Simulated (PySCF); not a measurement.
Species: H7NOSeSi2.
SMILES with atom numbers: `[NH2:1][Si@H:2]([SeH:3])[O:4][SiH3:5]` (hydrogens: H6, H7 on N1; H8 on Si2; H9 on Se3; H10, H11, H12 on Si5)

Computed, not measured: PySCF, PBE0-D3(BJ)/def2-SVP geometry optimisation, gas phase.

(1) List the bond lengths, angles and torsions at this level.

Results:

(1) 
| bond | length (bohr) | order |
| --- | --- | --- |
| N1–Si2 | 3.241 | single |
| Si2–Se3 | 4.308 | single |
| Si2–O4 | 3.125 | single |
| O4–Si5 | 3.144 | single |
| N1–H6, N1–H7 | 1.915 | single |
| Si2–H8 | 2.813 | single |
| Se3–H9 | 2.779 | single |
| Si5–H10, Si5–H11, Si5–H12 | 2.820 | single |

Bonds in one row agree within 0.02 bohr and their mean is given. Orders are formal, as drawn. A selection of angles:
| angle | degrees |
| --- | --- |
| Si2–N1–H6 | 120.9 |
| Si2–N1–H7 | 120.2 |
| H6–N1–H7 | 112.1 |
| N1–Si2–Se3 | 103.7 |
| N1–Si2–O4 | 107.6 |
| N1–Si2–H8 | 118.7 |
| Se3–Si2–O4 | 114.0 |
| Se3–Si2–H8 | 108.1 |
| O4–Si2–H8 | 105.1 |
| Si2–Se3–H9 | 93.0 |
| Si2–O4–Si5 | 140.5 |
| O4–Si5–H10 | 110.6 |
| O4–Si5–H11 | 107.6 |
| H10–Si5–H11 | 109.3 |

Dihedral angles: N1–Si2–O4–Si5 75° (synclinal); H9–Se3–Si2–N1 155° (antiperiplanar).

N1 (silicon-bound nitrogen) has angles 120.9°, 120.2° and 112.1°, sum 353.2°, 0.18 Å off the plane of its three neighbours. Si2 (oxygen-bound silicon) is distorted tetrahedral (angles from 103.7° to 118.7°). Si5 (oxygen-bound silicon) is tetrahedral (angles from 107.6° to 110.6°).

Point group: C1 (no symmetry element, even within 0.4 Å). Stationary, but not proved a minimum. The numbers are those of one conformer (H–N1–Si2–Se3 -49° and 163°, N1–Si2–Se3–H 155°, N1–Si2–O4–Si5 75°).
